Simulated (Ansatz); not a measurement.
Consider the ligand exchange at a Ge–C bond: `[GeH3][CH]1N=CO1` + `CCN[SiH2]Cl` → `CC[N]([GeH3])[SiH2]Cl` + `C1=NCO1`.

Isolated molecules relaxed with PBE0-D4/def2-TZVP in Ansatz; ΔE leaves out vibrations. CCSD(T)/CBS is the MP2 limit (def2-TZVPP, def2-QZVPP) plus CCSD(T) − MP2 in def2-TZVPP, frozen cores. For Ge outer-core shells are correlated without core-valence functions, which leaves a few kJ/mol of doubt a bond. Scalar relativity is left out up to krypton. Each species was taken in one conformer, which may not be the lowest.

`[GeH3][CH]1N=CO1`:

```xyz
10

Ge    1.026    0.709   -0.895
C    -0.670   -0.029   -0.202
N    -0.612   -1.437    0.174
C    -0.786   -0.999    1.364
O    -0.883    0.342    1.211
H     0.899    2.236   -1.002
H     1.282    0.105   -2.281
H     2.131    0.320    0.092
H    -1.548    0.238   -0.794
H    -0.841   -1.485    2.332
```

`CCN[SiH2]Cl`:

Cartesian coordinates in Å:
```
C 1.504 0.242 0.881
C 0.413 0.938 0.087
N -0.882 0.283 0.169
Si -1.473 -0.822 -0.974
Cl -0.524 -2.670 -0.991
H 1.245 0.198 1.943
H 2.452 0.778 0.791
H 1.649 -0.782 0.528
H 0.696 0.985 -0.969
H 0.314 1.977 0.421
H -1.251 0.238 1.107
H -2.894 -1.092 -0.665
H -1.251 -0.273 -2.329
```

`CC[N]([GeH3])[SiH2]Cl`:

```xyz
16

C    -0.481   -1.586    1.035
C     0.190   -1.150   -0.256
N     0.229    0.300   -0.450
Ge   -1.363    1.124   -0.912
Si    1.622    1.167   -0.006
Cl    1.809    1.482    2.036
H    -0.467   -2.676    1.123
H    -1.524   -1.262    1.070
H     0.030   -1.162    1.901
H     1.218   -1.530   -0.277
H    -0.318   -1.612   -1.111
H    -1.024    2.552   -1.353
H    -2.356    1.155    0.264
H    -1.964    0.294   -2.061
H     1.573    2.511   -0.622
H     2.827    0.393   -0.383
```

`C1=NCO1`:

```xyz
7

C    -0.131   -0.581    0.848
N    -0.228   -0.984   -0.361
C     0.090    0.402   -0.687
O     0.172    0.735    0.740
H    -0.242   -1.080    1.805
H    -0.714    0.958   -1.170
H     1.053    0.551   -1.176
```

| species | CCSD(T)/CBS(def2) energy (Eh) |
| --- | --- |
| `[GeH3][CH]1N=CO1` | -2285.01793 |
| `CCN[SiH2]Cl` | -884.55705 |
| `CC[N]([GeH3])[SiH2]Cl` | -2961.87329 |
| `C1=NCO1` | -207.71182 |

(1) Work out ΔE.

Largest T1 diagnostic among the species: 0.015.

Results:

(1) ΔE = (-2961.87329) + (-207.71182) − (-2285.01793) − (-884.55705) = -0.01013 Eh = -6.4 kcal/mol.

The D4 term adds −2.1 kcal/mol with B3LYP and −1.2 kcal/mol with PBE0; it sums over pairs of atoms, weighted by their polarisabilities, and B3LYP, whose exchange is more repulsive, gets the larger term. From PBE to PBE0 (25 % exact exchange), in def2-TZVPP and without D4, ΔE moves by −1.0 kcal/mol.

B3LYP here is the variant with VWN-RPA as its local correlation; programs differ in this.
